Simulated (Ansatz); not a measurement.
`[SiH3][CH]1[CH2][GaH]1` + `OC(O)(O)F` → `OC(O)(F)O[SiH3]` + `[CH2]1[CH2][GaH]1`  (ligand exchange at the Si–C bond)

Gas-phase electronic energies from Ansatz, PBE0-D4/def2-TZVP geometries. CBS: MP2 limit from def2 TZ/QZ plus the TZ coupled-cluster correction, frozen cores. Functionals use def2-TZVPP. For Ga outer-core shells are correlated without core-valence functions, which leaves a few kJ/mol of doubt a bond. Scalar relativity is left out up to krypton. One conformer a species, not always the lowest.

Is it downhill or uphill in electronic energy at CCSD(T)/CBS, and by how much? (Best estimate.)

Ansatz gave: Downhill: ΔE = -0.27 eV.

What do these levels give: PBE-D4, r2SCAN-D4, PBE0-D4, PBE0, CCSD(T)/def2-TZVPP, HF/CBS(def2)? (Estimate.)

Ansatz gave: PBE-D4 0.03, r2SCAN-D4 -0.23, PBE0-D4 -0.18, PBE0 -0.22, CCSD(T)/def2-TZVPP -0.36, HF/CBS(def2) -0.67 eV.

Largest T1 diagnostic among the species: 0.017.

From PBE to PBE0 (25 % exact exchange), in def2-TZVPP and without D4, ΔE moves by −0.20 eV. In def2-TZVPP, CCSD(T) changes the Hartree–Fock value by +0.29 eV (the triples alone add +0.10 eV) and MP2 by +0.14 eV.
